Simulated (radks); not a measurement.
Problem. All-electron atom: the lanthanum ion La3+ in [Kr] 4d10 5s2 5p5.75 6s0.25 (fractional occupations, a model configuration). Calculated with a radial shooting solver on a logarithmic mesh with Libxc functionals: Dirac Kohn-Sham, BLYP, spin-unpolarised, spherical densities, finite nucleus; open shells fill j = l - 1/2 first; Fermi nuclear charge, rms radius 4.855 fm. Some entries of the table are withheld. Estimate them.

orbital  occ.  eigenvalue (Ry)  r(max) (bohr)
1s1/2       2        -2847.743        0.01607
2s1/2       2        -454.6941        0.09109
2p1/2       2        -428.9800            (1)
2p3/2       4        -398.6032            (2)
3s1/2       2        -98.66221         0.2606
3p1/2       2        -87.81416         0.2472
3p3/2       4        -81.89499         0.2585
3d3/2       4        -62.87585         0.2082
3d5/2       6        -61.60920         0.2114
4s1/2       2        -21.34860            (3)
4p1/2       2              (4)         0.6189
4p3/2       4              (5)         0.6430
4d3/2       4         -9.54701         0.6670
4d5/2       6         -9.32774         0.6749
5s1/2       2              (6)          1.400
5p1/2       2         -3.48085            (7)
5p3/2    3.75         -3.28271            (8)
6s1/2    0.25         -1.54956          3.222

Solution. 
(1) 2p1/2 r(max) (bohr): 0.06949
(2) 2p3/2 r(max) (bohr): 0.07465
(3) 4s1/2 r(max) (bohr): 0.6084
(4) 4p1/2 eigenvalue (Ry): -17.35659
(5) 4p3/2 eigenvalue (Ry): -16.09414
(6) 5s1/2 eigenvalue (Ry): -4.59393
(7) 5p1/2 r(max) (bohr): 1.525
(8) 5p3/2 r(max) (bohr): 1.587
